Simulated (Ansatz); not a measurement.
Cl2I2Si (`Cl[Si](Cl)(I)I`), relaxed with RKS PBE-D4/def2-SVP in Ansatz 0.2.0 from a rough embedded geometry. The force threshold is 0.03 eV/Å; the program also tests the step.

Charge 0, multiplicity 1. I takes the def2 core potential.

Start:

```xyz
5

Cl    0.643   -1.045   -1.715
Si   -0.002   -0.001   -0.051
Cl   -0.596    1.794   -0.776
I    -1.849   -1.055    0.986
I     1.804    0.306    1.556
```

(1) By how much does the energy fall, and how many steps does the optimiser take? (An estimate is asked.)

(2) Which bonds change most? (Best estimate.)

(3) Give the relaxed structure. (Best estimate.)

## Answers

(1) Computed: 0.08 eV, in 2 steps.

(2) The calculation gave: Si2–I4 from 2.366 to 2.445 Å; Si2–Cl3 from 2.026 to 2.065 Å; Si2–I5 from 2.437 to 2.446 Å; Cl1–Si2 from 2.067 to 2.065 Å.

(3) Ansatz gave: 
```xyz
5

Cl    0.661   -1.094   -1.674
Si    0.001    0.022   -0.068
Cl   -0.600    1.871   -0.763
I    -1.897   -1.110    0.980
I     1.835    0.312    1.525
```
